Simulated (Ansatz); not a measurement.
A geometry relaxed with PBE-D3(BJ)/def2-SVP in Ansatz (an electronic-structure program), charge 0, multiplicity 1:

```xyz
19

N      2.6051     2.4931    -1.5847
C      0.8099     0.8883    -0.5761
Si     3.0824    -0.4668     0.6452
H      3.6658     0.7271     1.3463
H      0.5817    -1.8895     1.4503
C     -0.5494     1.0991    -0.8641
C     -1.5199     0.2330    -0.3201
C      0.2783    -1.0524     0.8032
H      3.8573    -0.7207    -0.6167
S     -2.4371    -1.7907     1.0829
C      1.7879     1.7776    -1.1366
C     -3.5609    -0.7706     0.2205
C      1.2463    -0.1925     0.2638
H     -0.8501     1.9361    -1.5107
H     -4.6339    -0.9932     0.2796
C     -1.0822    -0.8421     0.5153
C     -2.9521     0.2474    -0.4705
H      3.1694    -1.6711     1.5419
H     -3.4985     0.9880    -1.0697
```

Task: Write the SMILES of this molecule.

Result: `N#Cc1cc2ccsc2cc1[SiH3]`
